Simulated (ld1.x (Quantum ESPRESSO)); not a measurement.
Pseudopotential generation for copper: TM semilocal, PBE, scalar-relativistic.

```json
{
  "Element": "Cu",
  "Generator": "ld1.x (Quantum ESPRESSO) 7.5",
  "Type": "norm-conserving Troullier–Martins (semilocal form)",
  "Functional": "PBE",
  "Relativity": "scalar-relativistic",
  "Frozen core": "[Ne]",
  "Valence charge": "19",
  "Reference configuration": "3s2 3p6 3d9 4s2 4p0",
  "Partial waves": "3s (bound): rc 0.90 bohr; 3p (bound): rc 0.65 bohr; 3d (bound): rc 1.25 bohr",
  "Local potential": "the d channel",
  "Core correction": "a·sin(br)/r model core inside 0.50 bohr"
}
```

Occupied shells without a wave of their own: 4s. They enter only through the test configuration that unscreens the potential, and ld1.x also counts them in the model core charge.

Poles of the logarithmic derivatives, all-electron (AE) and pseudo (PS). s: poles at -8.1 (AE) and -8.1 (PS) Ry. p: poles at -4.8 (AE) and -4.8 (PS) Ry. d: poles at 0.7 (AE) and 0.8 (PS) Ry. Test radius 1.35 bohr.

* Cutoffs needed: 230 Ry and over 300 Ry (the cutoffs (Ry, on a coarse ladder) from which the occupation-weighted sum of valence levels, in a spherical-Bessel basis at the reference potential, stays within 10 and 1 mRy of its value at 400 Ry)
* Ghost test: no extra level below or beside the all-electron valence levels (s, p, d tested); the semilocal form is local in each channel, so this says nothing of the separable form that plane-wave codes build from it (spherical-Bessel basis up to 400 Ry, 20 bohr box)
* Largest excitation error: -2817 meV (all-electron minus pseudo) for 3s2 3p6 3d7 4s0 4p0, out of 7 test configurations

ld1.x takes every shell without a wave as core, so the model core holds the 4s electrons as well and exchange and correlation see them twice. This cancels in the reference configuration, but the file is broken for other ones, and its errors say nothing about a proper core correction.
